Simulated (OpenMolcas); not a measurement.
Re4+: moving or changing the point charges

Re4+ among 4 point charges of -2 e arranged as a tetrahedron (Td), 2.27 Å from the ion.
```
   1.3106    1.3106    1.3106  -2.00
   1.3106   -1.3106   -1.3106  -2.00
  -1.3106    1.3106   -1.3106  -2.00
  -1.3106   -1.3106    1.3106  -2.00
```

```json
{
 "Program": "OpenMolcas",
 "Method": "CASSCF",
 "Basis": "ANO-RCC-VDZP [7s6p4d2f1g]",
 "Scalar Hamiltonian": "DKH2, point nucleus",
 "Active space": "3 electrons in 5 orbitals (5d)",
 "State averaging": "2S+1 = 4 even, 10 roots; 2S+1 = 2 even, 40 roots",
 "Spin-orbit coupling": "RASSI with atomic mean-field integrals over the reference wave functions"
}
```

Runs around this geometry, states (labels of Td). Energies in cm-1 above the lowest state or level, χT in cm3 K/mol; under a threefold ground state the first gap can be a small split of the lowest multiplet, not the spin-orbit step; 10Dq and B are least-squares fits to the states below 45000 cm-1, weighted by degeneracy, with a free offset, and given where the rms deviation is under 5 % of |10Dq| (or 100 cm-1) and under 700 cm-1; 10Dq is negative for this site.

| R (Å) | q (e) | Ground state | First state of that spin | 10Dq | B (rms of fit) | First gap with spin-orbit (degeneracies) | χT at 300 K | First state of another spin |
| --- | --- | --- | --- | --- | --- | --- | --- | --- |
| 2.27 | -1.3 | 4T1 | 4T2 1596 | -1971 | 820 (29) | 4884 (4, 2) | 0.119 | 2E 13262 |
| 2.06 | -2 | 4T1 | 4T2 3453 | -4123 | 800 (107) | 4376 (4, 2) | 0.119 | 2E 11353 |
| 2.27 | -2 | 4T1 | 4T2 2297 | -2793 | 813 (49) | 4678 (4, 2) | 0.117 | 2E 12618 |
| 2.41 | -2 | 4T1 | 4T2 1769 | -2172 | 818 (35) | 4829 (4, 2) | 0.118 | 2E 13115 |

Taking |10Dq| as R^-n, n = -ln(2172 / 4123) / ln(2.41 / 2.06) = 4.1 between the shortest and longest distance. The point-charge formula for a cubic d site gives n = 5.

Scaling the charges by -1.3 / -2 = 0.65 scales |10Dq| by 1971 / 2793 = 0.71; with fixed orbitals a first-order splitting would follow the charge.

Without dynamic correlation the repulsion within the d shell is too large (B by tens of per cent), so at a given field states of lower spin stand too high. Point charges give a weaker field than real ligands, and real ions of this kind are as a rule low spin; the high spin found here belongs to the model. Spin-orbit coupling mixes the spin-free states strongly: the lowest level takes only 48 % from its leading state, 4T1 (figures for R = 2.27, q = -1.3; the like holds for R = 2.06, q = -2, R = 2.27, q = -2, R = 2.41, q = -2). The ground term spreads over less than 5000 cm-1, several times less than with real ligands, so orbital moments are less quenched and χT lies further from the spin-only value than at real sites (holds for R = 2.27, q = -1.3; R = 2.41, q = -2). Point charges carry no covalency, so the field is a model and not that of real ligands. No measured value stands beside these numbers.
